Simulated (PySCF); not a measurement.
Bromofluoroacetonitrile, C2HBrFN.
SMILES with atom numbers: `[N:1]#[C:2][C@H:3]([F:4])[Br:5]`

Structure used (PBE0-D3(BJ)/def2-SVP), in Å, numbered top down from 1:
```xyz
6
C2HBrFN angstrom
N      0.105   -1.885   -1.116
C      0.010   -0.909   -0.503
C     -0.129    0.310    0.294
F     -1.277    0.942    0.003
Br     1.388    1.474   -0.043
H     -0.097    0.068    1.367
```

Method: delta-SCF UKS SCAN, pcX-2 on the ionised atom, pcseg-1 elsewhere, spin-free X2C in PySCF. These are vertical core ionisation energies against the vacuum level, from separate self-consistent calculations with and without the core hole.

Some binding energies are withheld.

| atom(s) | bonded to | level | binding energy (eV) |
| --- | --- | --- | --- |
| C2 | N (triple bond) and C | C 1s | ? |
| C3 | F, Br, C and H | C 1s | ? |
| N1 | C (triple bond) | N 1s | 406.25 |
| F4 | C | F 1s | 694.22 |

(1) Fill in C 1s for C2.

(2) Fill in C 1s for C3.

Answers

(1) 293.32 eV (nitrile carbon).

(2) 296.26 eV (sp3 C–F carbon).

The listed C 1s values span 2.94 eV, from C2 (bonded to N (triple bond) and C) to C3 (bonded to F, Br, C and H).

**Question.** What is the longest wavelength that can ionise N 1s of N1 vertically?

**Answer.** λ = hc/E = 12398.42 eV Å / 406.25 eV = 30.519 Å.

No level of bromine is listed. Isolated species at its PBE0-D3(BJ)/def2-SVP geometry, gas phase.
